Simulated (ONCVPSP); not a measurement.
# Before and after: ONCV potential for Ni (Z = 28)

nickel (Ni), optimised norm-conserving Vanderbilt (ONCV), made with ONCVPSP 4.0.1 (BLYP, scalar-relativistic). Core [Ar], reference 3d8 4s2. Waves: 4s: rc 2.45 bohr, ncon 4, nbas 8, qcut 2.4 1/bohr, 2 projectors, debl 1.9 Ha; p scattering state at 0.09 Ha: rc 2.20 bohr, ncon 5, nbas 9, qcut 3 1/bohr, 3 projectors, debl 1.4 Ha; 3d: rc 0.85 bohr, ncon 3, nbas 7, qcut 20.2 1/bohr, 2 projectors, debl 3.8 Ha. Local part: polynomial inside 0.75 bohr (lpopt 5, dvloc0 2 Ha). Core correction: Teter function, fcfact 4.5, rcfact 1.45.

In the p channel the program set the typed energies aside and used 0.050, 1.450, 2.850 Ha.

Change: s: qcut 1.7; p: qcut 2.2; d: qcut 14.7.

Cutoffs: the cutoffs (Ha) at which the residual kinetic energy of the hardest occupied pseudo-wave falls to 1 and 0.1 mHa per electron; they do not see the model core or the augmentation charge, which bear on the density cutoff. Errors are all-electron minus pseudo energies relative to the spin-unpolarised reference configuration.

Predict the effect on cutoff, ghosts and configuration errors.

The potential gets softer (136 Ha and 157 Ha → 96 Ha and 132 Ha); both files keep a bound ghost (p, s); of the 4 tests that both files solve, the error grows in 1 and shrinks in 1 by more than 15 % and 0.3 meV (median size 84.4 → 67.9 meV); the range in which the p phases agree widens (upper end 3.4 → at the end of the scan).

```tsv
quantity	base	changed
cutoff, loose	136 Ha	96 Ha
cutoff, tight	157 Ha	132 Ha
loose cutoff by channel	s 7.9 Ha, d 136 Ha	s 22 Ha, d 96 Ha
bound ghosts	s, p	s, p
GHOST(+) flags under 300 eV	p at 93.0 eV	p at 92.0 eV
error for 3d8 4s1, meV [ΔE 9.35 eV]	-10	-10.0
error for 3d8 4s0, meV [ΔE 26.90 eV]	-75	-78
error for 3d7 4s0, meV [ΔE 64.37 eV]	-376	-484
error for 3d7 4s2, meV [ΔE 16.02 eV]	-94	-58
s: phases at 2.49 bohr within 0.05 rad from the reference energy up to (Ha; the scan ends near 5)	4.0	4.2
p: phases at 2.23 bohr within 0.05 rad from the reference energy up to (Ha; the scan ends near 5)	3.4	to the end of the scan
d: phases at 0.86 bohr within 0.05 rad from the reference energy up to (Ha; the scan ends near 5)	to the end of the scan	to the end of the scan
rms error of d²Exc/dni dnj with the model core, mHa	3.63	3.58
```

 A true bound ghost makes a file unfit for plane-wave use even where its test errors are small: the radial tests pick states by their node count and pass the ghost by.
